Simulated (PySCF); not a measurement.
Compound: C3H5F2Si (doublet state).
Z-matrix (Å and degrees, GFN2-xTB geometry), rows numbered from 1:
```
F 
C   1  1.3842
C   2  1.4907  1  111.04
F   3  1.3677  2  113.32  1  -123.46
C   3  1.3517  2  127.51  1    55.22
Si  5  1.8197  3  124.80  2  -177.08
H   2  1.0977  1  105.56  3   122.06
H   2  1.0939  1  107.01  3  -120.42
H   5  1.0807  3  115.72  2     1.28
H   6  1.4448  5  122.11  3    -0.39
H   6  1.4481  5  118.09  3  -179.94
```

The hyperfine couplings belong to this conformer and change with its torsions.

The species is `FC/C(F)=C/[SiH2]` [radical].

Method: PySCF 2.14.0, UKS B3LYP, pcH-1 on C F H Si, non-relativistic, mean-field spin-orbit, GIAO. Isolated species at its GFN2-xTB geometry (one conformer only). Couplings are sensitive to structure, and on GFN2-xTB geometries they can be far from those on DFT ones, by a factor of two or more for some ions and for spin on atoms past the first row. Stability of the SCF solution: not tested.

Largest spin populations (Mulliken): Si6 (+0.92), C3 (+0.33) and C5 (-0.19). The angles at Si6 add up to 360.0°, so it is planar; its axial dipolar tensor and the negative couplings of its protons fit spin in a p orbital normal to that plane.

Question: McConnell's relation a(H) = Q·ρ ties the coupling of a proton on a planar π carbon to the spin population of that carbon. What Q do the computed values give?

Answer: 
```csv
H,C,ρ(C),a(H) (G),a/ρ (G)
H9,C5,-0.193,+2.81,-14.6
```

One proton gives one ratio, Q = -14.6 G, and no test of linearity. In every row coupling and population have opposite signs. Where ρ is negative the coupling is positive.

Couplings in gauss use g_iso = 2.0038.
